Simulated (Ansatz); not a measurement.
The cluster Be2Te2. Charge 0, multiplicity 3. Geometry r2SCAN-D4/def2-TZVP, that of the charge +1 doublet; atoms count from 1.

Cartesian coordinates in Å:
```
Be 1.0553 0.0199 0.2253
Be -1.0553 -0.0200 -0.2254
Te 0.3424 1.0289 -1.6947
Te -0.3425 -1.0289 1.6948
```

In the def2 sets Te takes a core potential; there is no spin–orbit coupling. At PBE0-D4/def2-TZVP a singlet of charge 0 lies 1.85 eV below the triplet at the same geometry. The structure comes from a short search, and lower isomers may exist.

Estimate the Mulliken populations from the PBE0/def2-TZVP orbitals of Ansatz.


```
atom  charge (e)  spin (α − β)
 Be1       -0.11          0.50
 Be2       -0.11          0.50
 Te3        0.11          0.50
 Te4        0.11          0.50
```
Mulliken values and Mayer orders depend strongly on the basis.

Where does the spin sit?

Summed by element: Be 1.00, Te 1.00, of 2 unpaired in all. Largest on single atoms: Te3 0.50, Te4 0.50, Be1 0.50.

And the Mayer bond orders between bonded heavy atoms (over 0.3)?

Be1–Be2 0.52 (2.16 Å); Be1–Te3 1.07 (2.28 Å); Be1–Te4 1.07 (2.28 Å); Be2–Te3 1.07 (2.28 Å); Be2–Te4 1.07 (2.28 Å). Values over 0.3 also appear between atoms too far apart for a bond (Te3–Te4 0.32 at 4.02 Å); they arise where an orbital or an unpaired electron spreads over both atoms.
